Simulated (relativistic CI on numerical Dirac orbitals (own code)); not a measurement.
## Energy levels of W2+

These numbers are calculated, not measured: Dirac-Coulomb-Breit CI, KLI orbitals optimised for each configuration, QED by a radiative potential, valence Slater integrals scaled by 0.85, P86 correlation estimate, and configurations built on the next ion tied to the tabulated ionisation energy (semi-empirical) (own radial code, finite nucleus).

Configuration list (outside the closed core [Xe] 4f14): 5d4, 5d3.6s, 5d3.6p, 5d3.6d, 5d3.7s, 5d3.5f, 5d3.6f, 5d2.6s2, 5d2.6s.6p, 5d3.5g, 5d3.7p, 5d2.5f2, 5d2.6s.7s, 5d2.6p2, 5d3.7d, 5d2.5f.6s, 5d3.7f, 5d3.6g, 5d2.5g2, 5d2.5g.6s, 5d2.6p.7s, 5d2.5f.6p. Levels of other configurations are missing.

The lowest level is 5d4 5D_0, with 75 % of that term; Hund's rules for 5d4 give 5D with J = 0, in agreement.

```
No.  Configuration  Term  J  E (cm⁻¹)   %  Next component (%)  Landé g
  1            5d4    5D  0       0.0  75               22 3P         
  2            5d4    5D  1    1587.0  88               11 3P    1.500
  3            5d4    5D  2    3344.3  95                3 3P    1.489
  4            5d4    5D  3    4964.3  94                4 3F    1.480
  5            5d4    5D  4    6404.5  86               11 3F    1.464
  6            5d4    3P  0    9673.1  60               24 5D         
  7            5d4    3P  1   12582.9  72        12 5d3.6s 3P    1.453
  8            5d4    3H  4   13418.5  57               16 3G    0.941
  9            5d4    3F  2   14275.0  70               13 1D    0.745
 10            5d4    3F  3   14913.9  46               41 3G    0.951
 11            5d4    3H  5   16054.2  80               18 3G    1.065
 12            5d4    3P  2   16451.5  63               12 3D    1.403
 13     5d3(4F).6s    5F  1   16927.4  91                6 3D    0.054
 14            5d4    3F  4   17527.4  41               31 3H    1.088
 15            5d4    3H  6   17532.1  85               14 1I    1.144
 16     5d3(4F).6s    5F  2   18413.2  85            8 5d4 3P    1.047
 17            5d4    3G  3   19221.4  36               34 3F    0.984
 18            5d4    3G  4   19694.7  52               21 1G    1.089
 19     5d3(4F).6s    5F  3   20453.2  75           11 5d4 3G    1.188
 20            5d4    1D  2   21223.5  35               30 3D    1.036
 21            5d4    3G  5   21658.9  66               17 3H    1.181
 22            5d4    3D  3   22336.8  72         8 5d3.6s 5F    1.279
 23     5d3(4F).6s    5F  4   22770.4  93            2 5d4 1G    1.330
 24            5d4    3D  1   24018.3  85         7 5d3.6s 3D    0.529
 25            5d4    1I  6   24869.9  86               13 3H    1.023
 26            5d4    3D  2   25272.9  38               14 1D    1.126
 27     5d3(4F).6s    5F  5   25425.0  86            9 5d4 3G    1.371
 28            5d4    1G  4   26739.5  60               14 3F    1.038
 29            5d4    1S  0   27769.3  81               11 3P         
 30     5d3(4P).6s    5P  2   27859.4  42               26 3P    1.572
 31     5d3(4P).6s    5P  1   28489.3  71               19 3P    2.197
 32            5d4    1F  3   29456.3  69               10 3D    1.035
 33     5d3(4F).6s    3F  2   31419.0  57           20 5d4 3F    0.770
 34     5d3(4P).6s    5P  2   32305.7  43           40 5d4 3P    1.595
 35            5d4    1G  4   32343.0  33        28 5d3.6s 1G    1.039
 36     5d3(4P).6s    5P  3   32553.4  94                3 3D    1.640
 37     5d3(4F).6s    3F  3   32862.9  37           26 5d4 3F    1.015
 38            5d4    3P  1   32921.7  42        26 5d3.6s 3P    1.715
 39     5d3(2P).6s    3P  0   33041.8  54           32 5d4 3P         
 40     5d3(2G).6s    3G  4   34472.2  49           17 5d4 3F    1.082
 41     5d3(2G).6s    3G  3   35712.4  60           22 5d4 3F    0.867
 42            5d4    3F  4   35758.3  44        26 5d3.6s 3H    1.084
 43     5d3(2H).6s    3H  5   36140.7  42               39 3G    1.124
 44            5d4    3F  2   36199.3  54        14 5d3.6s 3F    0.802
 45     5d3(2D).6s    3D  1   37124.5  42               22 3P    0.929
 46     5d3(4F).6s    3F  3   38906.2  43           33 5d4 3F    1.084
 47     5d3(2P).6s    3P  0   38932.1  53           35 5d4 3P         
 48     5d3(2D).6s    3D  2   39744.1  25               24 3P    1.261
 49     5d3(2H).6s    3H  4   40002.0  44               25 3F    1.013
 50     5d3(2H).6s    3H  6   40501.2  98            2 5d4 3H    1.167
 51     5d3(4F).6s    3F  4   41204.1  46           23 5d4 1G    1.122
 52     5d3(2P).6s    3P  1   41298.9  40           25 5d4 3P    1.277
 53     5d3(2H).6s    3H  5   41745.3  54               39 3G    1.109
 54     5d3(2D).6s    3D  2   43643.1  45               18 3P    1.190
 55     5d3(2D).6s    3D  3   43809.5  80                7 3F    1.310
 56     5d3(2F).6s    3F  2   45528.3  36       26 5d2.6s2 3F    0.843
 57     5d3(2P).6s    1P  1   46287.3  42               25 3D    1.004
 58     5d3(2H).6s    1H  5   46678.1  90                8 3G    1.017
 59     5d3(2F).6s    3F  3   47068.7  68       16 5d2.6s2 3F    1.086
 60     5d3(2F).6s    3F  4   47820.2  76            8 5d4 3F    1.236
 61            5d4    1D  2   48919.5  36        33 5d3.6s 1D    0.980
 62     5d3(2G).6s    1G  4   49933.1  45           36 5d4 1G    1.025
 63     5d3(4P).6s    3P  0   50313.2  63           32 5d4 3P         
 64            5d4    1D  2   50583.7  42       22 5d2.6s2 1D    1.020
 65     5d3(4P).6s    3P  2   51090.1  63           15 5d4 3P    1.399
 66     5d3(4P).6s    3P  1   52407.5  52               27 1P    1.335
 67       5d2.6s2‡    3F  2   54961.8  44        30 5d3.6s 3F    0.747
 68       5d2.6s2‡    3F  3   56569.1  51        15 5d3.6s 1F    1.106
 69     5d3(2F).6s    1F  3   57855.6  55       17 5d2.6s2 3F    1.046
 70       5d2.6s2‡    3F  4   60523.0  76        12 5d3.6s 3F    1.237
```

Energies count from the lowest computed level. Percentages are summed over parent terms; the parents shown are those of the largest component, closed shells are left out there. ‡ marks configurations that were not tied to measured data.

The mean weight of the leading LS term, summed over parents, in these 70 levels is 61 %, and that of the leading jj configuration (from the same eigenvectors) 50 %, so LS coupling describes them better.

Configurations that consist of the next ion and one excited electron were tied to the tabulated ionisation energy; Rydberg ones are usually within 1,000 to 3,000 cm⁻¹ and the lowest ones within about 6,000 (9,000 in d shells), while levels on excited terms of the next ion carry the error of that term, and the other configurations can be misplaced by 10,000 cm⁻¹ or more. Rates follow the energies as ν³ (E1, M1) or ν⁵ (E2), so rates, branching and lifetimes can be off by large factors. The fine structure of a lone outer electron comes out too small, for d and f at times inverted, and misplaced configurations move strength between like terms. 9 of the 9 excited levels that our extract of the measured tables holds in this range could be paired (the sources list more); they are missed by 1904 cm⁻¹ on average and 5986 at most, and levels without a partner can miss by more. Some levels of the ground configuration have no partner and can miss by 10 % or more.

LS names give the leading component of a level, which can be under half, so a name can repeat, a term be missing and a line seem to break the LS rules.
